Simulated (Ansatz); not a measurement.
The cluster TiSi₆⁺. The state is a doublet with charge 1. Geometry PBE0-D4/def2-SVP; atoms count from 1.

```xyz
7

Ti   -1.0620   -0.1060    1.5547
Si    0.5958   -1.8736    1.1633
Si    0.5175    0.0466   -2.3358
Si   -0.6466   -1.2971   -0.7403
Si    1.2862    0.1315   -0.0498
Si    0.2008    1.9593    1.1569
Si   -0.8917    1.1393   -0.7489
```

The charge 1 doublet is spin-contaminated (final ⟨S²⟩ up to 0.86, 0.75 for a pure state). No other spin state of charge 1 was run. Another isomer (doublet) lies 0.20 eV lower at PBE0-D4/def2-TZVP; other spin states weren't run for this one.

Q: Estimate the Mulliken populations from the PBE0/def2-TZVP orbitals of Ansatz.

A: 
```tsv
atom	charge (e)	spin (α − β)	d electrons
Ti1	0.52	0.89	2.60
Si2	0.03	0.06	–
Si3	0.15	-0.02	–
Si4	0.07	0.02	–
Si5	0.13	-0.02	–
Si6	0.03	0.05	–
Si7	0.08	0.02	–
```
Mulliken values and Mayer orders depend strongly on the basis.

Q: Where does the spin sit?

A: Summed by element: Ti 0.89, Si 0.11, of 1 unpaired in all. Largest on single atoms: Ti1 0.89, Si2 0.06, Si6 0.05.

Q: And the Mayer bond orders between bonded heavy atoms (over 0.3)?

A: Ti1–Si2 1.06 (2.45 Å); Ti1–Si4 0.66 (2.62 Å); Ti1–Si5 0.40 (2.85 Å); Ti1–Si6 1.07 (2.45 Å); Ti1–Si7 0.65 (2.62 Å); Si2–Si4 0.87 (2.35 Å); Si2–Si5 0.70 (2.44 Å); Si3–Si4 0.79 (2.39 Å); Si3–Si5 0.75 (2.41 Å); Si3–Si7 0.80 (2.39 Å); Si4–Si5 0.51 (2.50 Å); Si4–Si7 0.58 (2.45 Å); Si5–Si6 0.70 (2.44 Å); Si5–Si7 0.51 (2.50 Å); Si6–Si7 0.87 (2.34 Å).
